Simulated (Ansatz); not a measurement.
Geometry optimisation, Ansatz, RKS B3LYP/def2-SVP.

Input:

```yaml
crystal:
  periodic: [false, false, false]
  atoms:
    - { symbol: B, position_ang: [-0.486082, 0.113781, -0.89138] }
    - { symbol: "N", position_ang: [0.808258, -0.643588, -0.778674] }
    - { symbol: O, position_ang: [-1.707815, -0.486239, -0.78141] }
    - { symbol: O, position_ang: [-0.393645, 1.437949, -1.190654] }
    - { symbol: H, position_ang: [-0.149057, 0.754696, 2.127106] }
    - { symbol: F, position_ang: [-0.958033, 0.749164, 1.704569] }
    - { symbol: H, position_ang: [1.648193, -0.44917, 1.357209] }
    - { symbol: F, position_ang: [1.801954, -0.183668, 2.221901] }
    - { symbol: H, position_ang: [0.786873, -1.626747, -1.036844] }
    - { symbol: H, position_ang: [1.590933, -0.18002, -1.234983] }
    - { symbol: H, position_ang: [-1.688767, -1.360179, -0.376726] }
    - { symbol: H, position_ang: [-1.252712, 1.87402, -1.120014] }
basis:
  gaussian: { orbitals: def2-SVP }
hamiltonian:
  xc: b3lyp
relax:
  f_tol: 0.03
  max_steps: 50
```

Run as:

```bash
$ ansatz run input.yaml --threads 2 --pin off --max-ram 3072MiB --backend cpu --events-out ev --progress --plain --runs-dir out
```

Problem. Where does it end, and by what steps?

Solution. The run converged. After 23 steps the energy has fallen by 0.888 eV; F6 moved furthest, 1.87 Å.

```tsv
step	energy less start (eV)	largest force component (eV/Å)	accepted
0	0.0000	1.420	yes
1	-0.2533	0.796	yes
2	-0.4243	0.905	yes
3	-0.5031	0.661	yes
4	-0.5218	0.283	yes
5	-0.5279	0.121	yes
6	-0.5296	0.058	yes
7	-0.5308	0.056	yes
8	-0.5322	0.153	yes
9	-0.5338	0.360	yes
10	-0.5389	0.572	yes
11	-0.5592	0.876	yes
12	-0.6067	0.992	yes
13	-0.6698	0.677	yes
14	-0.7245	0.401	yes
15	-0.7637	0.492	yes
16	-0.7963	0.657	yes
17	-0.8472	0.180	yes
18	-0.8688	0.148	yes
19	-0.8789	0.411	yes
20	-0.8856	0.190	yes
21	-0.8875	0.070	yes
22	-0.8879	0.078	yes
23	-0.8882	0.016	yes
```

```xyz
12
Properties=species:S:1:pos:R:3
B -0.372 0.354 -0.919
N 0.815 -0.433 -0.529
O -1.540 0.260 -0.247
O -0.212 1.210 -1.966
H -0.002 -0.487 2.083
F -0.747 -1.088 1.947
H 1.197 0.144 0.822
F 1.184 0.405 1.800
H 0.606 -1.384 -0.222
H 1.563 -0.442 -1.220
H -1.491 -0.288 0.561
H -1.000 1.750 -2.109
```

Whether the end is a true minimum wasn't checked by a vibrational analysis.

Run time: 73 s on 2 threads of Arm Neoverse V2, on a shared host, peak memory 0.24 GiB.
